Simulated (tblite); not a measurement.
C8H10N2S.
Bonds: C1–N2, N2–C3, N2–C4, C4–S5 (double), C4–C6, C6–C7 (aromatic), C7–C8 (aromatic), C8–C9 (aromatic), C9–C10 (aromatic), C10–N11 (aromatic), C6–N11 (aromatic). Hydrogens: H12, H13, H14 on C1; H15, H16, H17 on C3; H18 on C7; H19 on C8; H20 on C9; H21 on C10.

The geometry is computed with GFN2-xTB (gas phase).

Problem. Give the optimised bond lengths and angles.

Solution. 
```tsv
bond	length (bohr)	order
C1–N2	2.724	single
N2–C3	2.725	single
N2–C4	2.524	single
C4=S5	3.134	double
C4–C6	2.786	single
C6–C7	2.637	aromatic
C7–C8	2.612	aromatic
C8–C9	2.622	aromatic
C9–C10	2.620	aromatic
C10–N11	2.493	aromatic
C6–N11	2.518	aromatic
C1–H12, C1–H13, C1–H14	2.061	single
C3–H15, C3–H16, C3–H17	2.060	single
C7–H18	2.038	single
C8–H19	2.041	single
C9–H20	2.038	single
C10–H21	2.046	single
```

Bonds in one row agree within 0.02 bohr and their mean is given. Orders are formal, as drawn. A selection of angles:
```tsv
angle	degrees
C1–N2–C3	114.3
C1–N2–C4	121.3
C3–N2–C4	124.4
N2–C4–S5	122.7
N2–C4–C6	120.7
S5–C4–C6	116.5
C4–C6–C7	120.0
C4–C6–N11	117.7
C7–C6–N11	122.2
C6–C7–C8	118.7
C7–C8–C9	118.9
C8–C9–C10	118.0
C9–C10–N11	123.6
C6–N11–C10	118.6
```

Torsions: C1–N2–C4–S5 5° (synperiplanar); N2–C4–C6–C7 -146° (anticlinal). The mirror-image conformer, all signs reversed, is as good.

The C–C distances run from 1.382 Å (C7–C8, aromatic) to 1.474 Å (C4–C6, drawn single), a spread of 0.092 Å. N2 (nitrogen bound to a thiocarbonyl carbon) is planar (angles 124.4°, 121.3° and 114.3°, sum 360.0°, 0.00 Å off the plane of its three neighbours). The C–N distances run from 1.319 Å (C10–N11, aromatic) to 1.442 Å (N2–C3, drawn single), a spread of 0.123 Å. The 6-membered ring C6–C7–C8–C9–C10–N11 has internal angles of 118.0° to 123.6° (sum 720°, against 720° for a flat polygon); it is planar, 0.00 Å rms from its mean plane, widest ring torsion 1°. Of the pairs four or more bonds apart, S5···H14 is among the closest relative to their van der Waals radii: 2.43 Å, 81 % of the sum of Bondi's values.

Point group: C1 (no symmetry element, even within 0.4 Å). Its GFN2-xTB frequencies are all real (lowest 46 cm⁻¹). The numbers are those of one conformer. 3 starts were optimised and ended at 0.00, 0.08 and 1.47 kcal/mol (GFN2-xTB); the lowest of these is shown.
